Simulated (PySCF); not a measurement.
Species: C2H8BSb.
Bonds: B1–Sb2, Sb2–C3, C3–C4. Hydrogens: H5, H6 on B1; H7 on Sb2; H8, H9 on C3; H10, H11, H12 on C4.

Theory: PySCF 2.14.0, PBE0-D3(BJ)/def2-SVP geometry optimisation, gas phase, def2 core potentials past Kr.

Question: How far are the bound atoms from Sb2?

Answer: 3 atoms: H7 1.714 Å, C3 2.191 Å, B1 2.202 Å. The nearest atom not counted as bound is H9, at 2.70 Å.

Question: List the angles at Sb2.

Answer: 
```tsv
angle	degrees	distance of the outer atoms (Å)
B1–Sb2–C3	99.6	3.35
C3–Sb2–H7	96.7	2.94
B1–Sb2–H7	96.3	2.93
```

Question: What is the shape at Sb2?

Answer: Pyramidal: angles 99.6°, 96.7° and 96.3°, sum 292.6°, 0.99 Å off the plane of its three neighbours.

Question: What are the other bond lengths?

Answer: C3–C4 1.518 Å; B1–H5, B1–H6 1.208 Å; C3–H8, C3–H9 1.100 Å; C4–H10, C4–H11, C4–H12 1.102 Å.

Question: Give some angles away from the centre.

Answer: Sb2–C3–C4 112.6°.

Question: What are the rotational constants (commonest isotopes, rigid rotor)?

Answer: A = 8407, B = 2298, C = 1906 MHz: an asymmetric top.

Point group: C1 (no symmetry element, even within 0.4 Å). Charge 0, singlet. PBE0-D3(BJ)/def2-SVP frequencies: not computed here.

The values belong to the conformer `[BH2:1][SbH:2][CH2:3][CH3:4]`: B1–Sb2–C3–C4 167°.
